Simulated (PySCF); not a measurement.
Compound: C5H12OSi2.
Z-matrix (Å and degrees, PBE0-D3(BJ)/def2-SVP geometry), rows numbered from 1:
```
C 
C   1  1.5443
Si  2  1.8973  1  107.52
C   3  1.8520  2  114.57  1   147.99
C   4  1.5153  3  118.37  2    90.21
C   5  1.4896  4   60.30  3   110.49
O   3  1.6853  2   99.42  1    27.48
Si  7  1.6786  3  115.75  2    -8.51
H   1  1.1020  2  112.62  3  -158.93
H   1  1.1040  2  110.19  3    82.35
H   2  1.1049  1  110.16  3   116.15
H   2  1.1020  1  112.44  3  -125.58
H   3  1.4985  2  113.08  1   -88.64
H   4  1.0962  3  115.90  2   -53.32
H   5  1.0932  4  117.55  6   108.91
H   5  1.0953  4  118.39  6  -107.97
H   6  1.0933  4  117.30  5  -108.72
H   6  1.0946  4  118.42  5   108.43
H   8  1.4956  1  113.02  2   -89.62
H   8  1.4922  1  113.84  2   145.77
```

A calculation gives these core lines: C 1s: 290.03 (area 1), 290.09 (area 1), 290.12 (area 1), 290.64 (area 1), 290.70 (area 1) eV; O 1s: 537.18 eV; Si 1s: 1846.52 (area 1), 1846.81 (area 1) eV; Si 2p3/2: 106.61 (area 1), 106.92 (area 1) eV.

Computed, not measured: delta-SCF UKS SCAN, pcX-2 on the ionised atom, pcseg-1 elsewhere, spin-free X2C in PySCF 2.14.0. Isolated species at its PBE0-D3(BJ)/def2-SVP geometry (one conformer only).

(1) Which silicon gives which Si 1s line?

(2) Which silicon gives which Si 2p3/2 line?

## Answers

(1) 1846.52 eV: Si3 (oxygen-bound silicon); 1846.81 eV: Si8 (oxygen-bound silicon). The listed Si 1s values span 0.29 eV, from Si3 (bonded to O, 2 C and H) to Si8 (bonded to O, C and 2 H). Summing the Pauling electronegativity differences to the bonded atoms, each weighted by its formal bond order, gives +3.14 for the lowest site and +2.79 for the highest; the largest sum, +3.14, belongs to Si3, 0.29 eV below the top. The smallest sum, +2.79, belongs to Si8, 0.29 eV above the lowest.

(2) 106.61 eV: Si3 (oxygen-bound silicon); 106.92 eV: Si8 (oxygen-bound silicon). Lowest listed Si 2p3/2: Si3, bonded to O, 2 C and H. Highest, 0.31 eV above it: Si8, bonded to O, C and 2 H. Summing the Pauling electronegativity differences to the bonded atoms, each weighted by its formal bond order, gives +3.14 for the lowest site and +2.79 for the highest; the largest sum, +3.14, belongs to Si3, 0.31 eV below the top. The smallest sum, +2.79, belongs to Si8, 0.31 eV above the lowest.

Bonded neighbours of each site: C1: C, 2 H and Si; C2: C, 2 H and Si; Si3: O, 2 C and H; C4: 2 C, H and Si; C5: 2 C and 2 H; C6: 2 C and 2 H; O7: 2 Si; Si8: O, C and 2 H.

Question: Which photon energy gives electrons from Si 2p3/2 of Si8 a kinetic energy of 150 eV, and what is their de Broglie wavelength?

Answer: hν = 106.92 + 150 = 256.92 eV, recoil neglected; λ = 12.264 Å/√(E/eV) = 1.00 Å.

For 2p shells one spin-free hole was relaxed; a mean-field spin–orbit operator and the ground-state splitting of the three 2p orbitals were then diagonalised within the shell. The shell's mean is (2 × 2p3/2 + 2p1/2)/3, and the degeneracies 2j + 1 give areas of 2:1. 2p1/2 minus 2p3/2 (ligand field included): Si 0.62 eV.
